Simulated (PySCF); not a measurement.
Si(H)(Cl)2(OH) (Cl2H2OSi), SMILES Cl[SiH](Cl)O. The structure is a stationary point at PBE0-D3(BJ)/def2-SVP. The values are those of a single conformer.

Problem. Give the equilibrium geometry at PBE0-D3(BJ)/def2-SVP (PySCF confirms it by a frequency run) as a Z-matrix, and its point group. (An estimate is asked for; the answer gives what the named calculation found.)

Solution. One answer among several that fit: point group Cs.
```
Si
O 1 1.6400
H 2 0.9626 1 118.60
H 1 1.4722 2 107.46 3 180.00
Cl 1 2.0558 4 110.19 2 -120.95
Cl 1 2.0558 4 110.19 2 120.95
```
Charge 0, spin multiplicity 1.
